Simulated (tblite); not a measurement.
C₄H₁₄NPSi₂.
SMILES with atom numbers: `[CH2:1]=[CH:2][P:3]([CH2:4][CH3:5])[N:6]([SiH3:7])[SiH3:8]` (hydrogens: H9, H10 on C1; H11 on C2; H12, H13 on C4; H14, H15, H16 on C5; H17, H18, H19 on Si7; H20, H21, H22 on Si8)

Structure used (GFN2-xTB), in Å, numbered top down from 1:
```
atom  x, y, z in Å
C1    -1.751    2.613    0.011
C2    -0.631    2.010    0.381
P3    -0.455    0.274    0.908
C4    -1.489   -0.548   -0.414
C5    -1.325   -2.060   -0.372
N6     1.138   -0.042    0.341
Si7    2.041   -0.930    1.548
Si8    1.729    0.321   -1.257
H9    -1.784    3.670   -0.206
H10   -2.683    2.083   -0.096
H11    0.282    2.582    0.506
H12   -2.531   -0.281   -0.219
H13   -1.205   -0.154   -1.393
H14   -1.937   -2.537   -1.137
H15   -1.624   -2.450    0.601
H16   -0.285   -2.331   -0.542
H17    2.145   -0.085    2.739
H18    3.352   -1.220    0.970
H19    1.327   -2.168    1.870
H20    0.836    1.299   -1.878
H21    3.072    0.879   -1.101
H22    1.769   -0.906   -2.061
```

All values are computed: GFN2-xTB (tblite) harmonic vibrations without scaling, gas phase. The method is semi-empirical: single wavenumbers can be off by several per cent or more. Modes of hydrogen on silicon can be 10 to 20 % off. One conformer, not necessarily the lowest.

Harmonic wavenumbers (cm⁻¹): 43.2, 48.3, 58.6, 83.6, 91.9, 135.9, 143.8, 177.0, 192.1, 211.5, 230.3, 279.7, 319.0, 361.3, 479.7, 543.4, 564.5, 571.5, 580.7, 593.4, 668.8, 697.0, 756.3, 758.7, 775.2, 777.0, 788.9, 803.4, 823.8, 883.9, 888.1, 966.1, 994.5, 1002.4, 1003.7, 1012.4, 1074.0, 1222.4, 1235.1, 1244.5, 1405.0, 1406.5, 1437.7, 1495.7, 1501.4, 1649.4, 2205.0, 2232.5, 2247.6, 2253.8, 2262.2, 2271.4, 2941.2, 2949.1, 3007.0, 3008.2, 3016.3, 3024.2, 3077.0, 3108.0.

A = 1346, B = 897.1, C = 801.0 MHz; mass 163.040 u (most abundant isotopes); point group C1, symmetry number 1.

Task: Zero-point energy?

Result: ½Σν̃ = 35292 cm⁻¹ = 100.91 kcal/mol.

Task: Give the ideal-gas entropy at 200 K and 1 bar in the rigid-rotor, harmonic-oscillator model (classical rotation).

Result: Translation 39.22, rotation 29.00, vibration 31.76: S = 100.0 cal/(mol K).

Task: And Cp and H(200 K) − H(0)?

Result: Cp = 38.72 cal/(mol K), of which vibrations give 30.77 (their classical limit is 60 R = 119.2); H(200 K) − H(0) = 4.92 kcal/mol without the zero-point energy, 3.33 from vibrations.

Task: How do the functions run with temperature in this model?

Result: 
```csv
T (K),S (cal/(mol K)),Cp (cal/(mol K)),H − H(0) (kcal/mol),G − H(0) (kcal/mol),ln q(vib)
150,89.8,32.2,3.14,-10.33,5.48
250,109.3,45.3,7.02,-20.31,9.67
298.15,117.8,51.4,9.35,-25.78,11.59
400,134.6,62.8,15.19,-38.65,15.53
600,163.4,79.3,29.51,-68.54,22.76
900,198.8,95.0,55.84,-123.06,32.47
```

q(vib) and H(0) count from the zero-point level.

Task: Blend soft modes into free rotors: weight 1/[1 + (100 cm⁻¹/ν̃)⁴] for the oscillator and the rest for a rotor with moment μB/(μ + B), μ = h/(8π²ν), B = 10⁻⁴⁴ kg m². What vibrational entropy results?

Result: 28.93 cal/(mol K) in place of 31.76, which changes −T·S at 200 K by +0.57 kcal/mol.

Task: Which modes carry the vibrational entropy at 200 K?

Result: 43.2 cm⁻¹: 4.32; 48.3 cm⁻¹: 4.10; 58.6 cm⁻¹: 3.72; 83.6 cm⁻¹: 3.03; 91.9 cm⁻¹: 2.85; 135.9 cm⁻¹: 2.11 cal/(mol K); the other 54 give 11.64 together.

Task: What must be added to the electronic energy to get the Gibbs energy at 200 K and 1 bar?

Result: ZPE + [H(200 K) − H(0)] − T·S = 100.91 + 4.92 − 19.99 = 85.84 kcal/mol.

Hindered rotation and anharmonicity are outside this model. Other conformers, if any are populated, would add a mixing term that is left out. The structure is chiral; the term R ln 2 for an equal mix with its mirror image is left out.
